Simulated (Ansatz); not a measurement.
## Which method gave which barrier?

Saddle point of SiN3H7, closed shell (SiN₃H₇ ([NH2][SiH]([NH2])[NH2]) → SiN₃H₅ ([NH][Si]([NH2])[NH2]) + H₂; bonds formed: H2–H4; bonds broken: Si1–H2, N3–H4), PBE0-D4/def2-TZVP structure:

Si1  (0.044, 0.135, -0.111)
H2  (0.336, -1.439, -0.953)
N3  (0.585, 0.734, -1.511)
H4  (0.569, -0.762, -1.534)
N5  (0.958, 0.003, 1.302)
N6  (-1.580, 0.045, 0.340)
H7  (0.741, 1.659, -1.873)
H8  (1.961, 0.061, 1.264)
H9  (0.614, -0.305, 2.195)
H10  (-1.923, -0.267, 1.232)
H11  (-2.304, 0.135, -0.352)
(Å)

Computed with Ansatz 0.2.0 (basis: def2-TZVPP, with def2-QZVPP for the basis limit); correlated methods freeze the cores. B3LYP uses VWN-RPA correlation. Extrapolation: Hartree–Fock as exp(−7.88 √X), correlation as X^−2.97. Four methods, as single points on the PBE0-D4 structures, gave these electronic barriers from the start structure: 2.771, 2.960, 3.084, 3.652 eV.

The methods were, in alphabetical order, B3LYP-D4, BLYP-D4, CCSD(T), HF. Which gave which? (Judge from chemistry; the calculation decides.)

Computed: BLYP-D4 2.771; B3LYP-D4 2.960; CCSD(T) 3.084; HF 3.652 eV. For comparison, CCSD(T) at an estimated basis limit (MP2 extrapolated from triple and quadruple zeta, plus CCSD(T) − MP2 in triple zeta) gives 3.040 eV.

T1 diagnostic: at most 0.014.

Labels in which every atom is bracketed show which atoms are joined, not bond orders.

For scale, one of the runs: CCSD(T)/def2-TZVPP, 233 basis functions, launched by `ansatz run in.yaml --threads 4 --pin off --events-out ev --progress --plain --max-ram 9574MiB`. Time: 74 s of wall clock on 4 CPU threads of an Arm Neoverse V2; the host was shared. Peak host memory: 4.2 GiB.
